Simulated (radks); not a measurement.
Valence configurations of the xenon ion Xe+ (all share [Kr]). Method: scalar-relativistic Kohn-Sham, PBE, spin-polarised, spherical densities, finite nucleus; open shells are filled with parallel spins first (spin-orbit coupling, left out, can overturn this in heavy ions); Fermi nuclear charge, rms radius 4.7859 fm; computed with a radial shooting solver on a logarithmic mesh with Libxc functionals. Energies are relative to 4d10 5s2 5p5; eigenvalues in eV for spin up.

valence           E (eV)  moment (Bohr magnetons)    e(4d)    e(5p)    e(5s)
4d10 5s2 5p5       0.000                        1  -69.461  -17.341  -29.401
4d10 5s1.5 5p5.5   6.047                        1  -70.149  -17.632  -29.806
4d10 5s1 5p6      12.111                        1  -70.832  -17.921  -30.208
4d9.5 5s2 5p5.5   26.946                        1  -73.199  -17.921  -30.377
4d9 5s2 5p6       55.089                        1  -76.932  -18.491  -31.330

NIST lists [Kr] 4d10 5s2 5p5 as the ground configuration; this level of theory agrees among the configurations tried. The energies are those of spherical high-spin densities, not of single terms.
